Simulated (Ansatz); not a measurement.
Basis-set extrapolation for CH$_{9}$AlN$_{2}$Si (PBE0-D4/def2-TZVP geometry, frozen core, Ansatz). Multiplicity 1, RHF reference.

```tsv
	def2-TZVPP	def2-QZVPP
HF	-682.959075	-682.982768
MP2 correlation	-0.819950	-0.877434
CCSD(T) correlation	-0.907432	not run
```

Energies in hartree. Use E(X) = E(∞) + A·exp(−7.88·√X) for Hartree–Fock and E(X) = E(∞) + B·X^(−2.97) for correlation, with X = 3 and 4, and add CCSD(T) minus MP2 of the smaller set to the MP2 limit.

Question: What is the CCSD(T) energy at the basis-set limit?

Answer: HF limit: -682.982768 + (-0.023693) × 0.13774 = -682.98603. MP2 limit: -0.877434 + (-0.057484) × 0.74074 = -0.92001. Higher-order term: -0.907432 − (-0.819950) = -0.08748. Total: -683.99352 hartree, 333.5 kJ/mol below CCSD(T)/def2-TZVPP.
